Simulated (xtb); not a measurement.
CH7FO2Si2, SMILES C([SiH3])[Si](O)(O)F. All values are semi-empirical tight-binding results from xtb (GFN2-xTB unless named), good for trends rather than for accurate numbers. Geometry optimised at GFN2-xTB. The structure was generated by enumeration, and PubChem lists no compound with its InChIKey, so it may never have been made. Other conformers were not sampled.

Optimised geometry:

Bonds (Å): O1–Si2 1.625, O1–H7 0.953, Si2–O3 1.609, Si2–F4 1.622, Si2–C5 1.877, O3–H8 0.954, C5–Si6 1.902, C5–H9 1.088, C5–H10 1.090, Si6–H11 1.462, Si6–H12 1.470, Si6–H13 1.463. Angles (°): Si2–O1–H7 120.5, O1–Si2–O3 108.2, O1–Si2–F4 105.0, O1–Si2–C5 117.6, O3–Si2–F4 108.9, O3–Si2–C5 108.4, F4–Si2–C5 108.5, Si2–O3–H8 120.4, Si2–C5–Si6 113.4, Si2–C5–H9 109.5, Si2–C5–H10 109.3, Si6–C5–H9 109.0, Si6–C5–H10 109.0, H9–C5–H10 106.4, C5–Si6–H11 110.4, C5–Si6–H12 107.3, C5–Si6–H13 110.2, H11–Si6–H12 109.4, H11–Si6–H13 110.5, H12–Si6–H13 109.0.

Computed properties:
The orbital gap comes out as 6.12 eV and the dipole moment is 1.85 D. The zero-point energy is 50.9 kcal/mol. The G − E(el) at 298.15 K (modified RRHO) comes out as 29.1 kcal/mol, the static polarisability (D4 model) is 86.4 bohr³ and the solvation energy, GFN2-xTB/ALPB(water) is -8.5 kcal/mol. The solvation energy, GFN2-xTB/ALPB(methanol) is -7.9 kcal/mol.

Q: Give the atomic charges and the Wiberg bond orders between heavy atoms. (An estimate is asked for; the answer gives what the named calculation found.)

A: charges (e) O1 -0.48, Si2 0.67, O3 -0.47, F4 -0.31, C5 -0.25, Si6 0.46, H7 0.31, H8 0.32, H9 0.03, H10 0.02, H11 -0.09, H12 -0.11, H13 -0.10. Bond orders O1–Si2 1.15, Si2–O3 1.17, Si2–F4 1.00, Si2–C5 0.89, C5–Si6 0.90.
